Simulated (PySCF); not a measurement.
## C₅H₆Cl₂O₂Si: full NMR table

```yaml
Formula: C5H6Cl2O2Si
SMILES: O=CO[Si@@H](Cl)C1=C(Cl)CC1
Point_group_of_the_computed_structure: C1
Degrees_of_unsaturation: 3
Carbon_signals: 5
Proton_signals: 6
```

Molfile (atoms numbered from 1):
```
C5H6Cl2O2Si
     RDKit          3D

 16 16  0  0  0  0  0  0  0  0999 V2000
    2.2805   -1.2862   -0.5618 O   0  0  0  0  0  0  0  0  0  0  0  0
    2.5378   -0.1806   -0.9281 C   0  0  0  0  0  0  0  0  0  0  0  0
    2.1612    0.9293   -0.3406 O   0  0  0  0  0  0  0  0  0  0  0  0
    1.2317    1.0381    1.0494 Si  0  0  1  0  0  4  0  0  0  0  0  0
    1.1021    3.0195    1.2559 Cl  0  0  0  0  0  0  0  0  0  0  0  0
   -0.4215    0.2393    0.7221 C   0  0  0  0  0  0  0  0  0  0  0  0
   -1.6215    0.2357    1.3255 C   0  0  0  0  0  0  0  0  0  0  0  0
   -2.2385    1.0240    2.6952 Cl  0  0  0  0  0  0  0  0  0  0  0  0
   -2.2755   -0.7221    0.3794 C   0  0  0  0  0  0  0  0  0  0  0  0
   -0.9036   -0.7425   -0.3364 C   0  0  0  0  0  0  0  0  0  0  0  0
    3.1373    0.0429   -1.8278 H   0  0  0  0  0  0  0  0  0  0  0  0
    1.9827    0.4375    2.1428 H   0  0  0  0  0  0  0  0  0  0  0  0
   -2.5802   -1.6677    0.8225 H   0  0  0  0  0  0  0  0  0  0  0  0
   -3.0998   -0.3129   -0.2010 H   0  0  0  0  0  0  0  0  0  0  0  0
   -0.3872   -1.6988   -0.3242 H   0  0  0  0  0  0  0  0  0  0  0  0
   -0.9132   -0.3464   -1.3493 H   0  0  0  0  0  0  0  0  0  0  0  0
  1  2  2  0
  2  3  1  0
  3  4  1  0
  4  5  1  0
  4  6  1  0
  6  7  2  0
  7  8  1  0
  7  9  1  0
  9 10  1  0
 10  6  1  0
  2 11  1  0
  4 12  1  1
  9 13  1  0
  9 14  1  0
 10 15  1  0
 10 16  1  0
M  END
```

Method: NMR shieldings at PBE0/pcSseg-1/GIAO, GFN2-xTB structure, in PySCF 2.14 (gas phase, non-relativistic Hamiltonian, single conformer).

Referencing at the same level of theory: ¹H (31.72 ppm) and ¹³C (186.93 ppm) and ²⁹Si (349.16 ppm) against TMS; H2O for ¹⁷O (336.08 ppm).

```tsv
carbon	δC, type	δH (multiplicity)	HMBC from (2–3 bonds)	span of the C tensor (ppm)
C2	164.6, CH	8.06 (s)	H12	159
C6	148.5, C	–	H12, H13, H14, H15, H16	190
C7	162.1, C	–	H12, H13, H14, H15, H16	206
C9	41.9, CH2	H13 2.89 (m); H14 2.88 (m)	H15, H16	30
C10	31.0, CH2	H15 2.79 (m); H16 2.44 (m)	H12, H13, H14	28
```

Other nuclei:
| atoms | nucleus | environment | δ (ppm) | σ (ppm) |
| --- | --- | --- | --- | --- |
| H12 | ¹H | hydrogen on a silicon bonded to C, Cl, O | 5.89 | 25.83 |
| Si4 | ²⁹Si | silicon bonded to C, Cl, O, H | -18.6 | 367.7 |
| O1 | ¹⁷O | carbonyl oxygen | 466.5 | -130.4 |
| O3 | ¹⁷O | oxygen bonded to C, Si | 223.2 | 112.9 |

- Carbon types of the structure: 2 × C, 1 × CH, 2 × CH2, leaving 1 H on heteroatoms.
- δC 164.6: carbonyl carbon.
- δC 162.1, 148.5: fully substituted alkene carbon; the olefinic region.
- δC 41.9, 31.0: allylic sp3 CH2; saturated and bonded to C and H only.
- δH 5.89: hydrogen on a silicon bonded to C, Cl, O.
- δH 2.89, 2.88, 2.79, 2.44: hydrogen on an allylic sp3 CH2; allylic position.

Carbons that carry Cl, above all several Cl atoms, come out too deshielded, partly because spin–orbit coupling is missing. Shifts are as computed. Against solution values, carbons near 30 ppm lie about +3 ppm off and those near 130 ppm about +5 ppm; carbons on Cl a further +6 ppm. Of 1211 compounds with measured shifts, 218 miss one by over three times the rms of a fit or turn the order of signals round; such compounds aren't used in these exercises. Unscaled 17O shifts of doubly bonded oxygen tend to come out too high, by tens of ppm or more. Experimental scales use liquid or dissolved standards, which lie at an offset from isolated H2O (liquid H2O: subtract about 36 ppm). Multiplicities follow the n + 1 count of equivalent neighbours, as no J values were calculated; m marks all less simple cases, F and P coupling included.
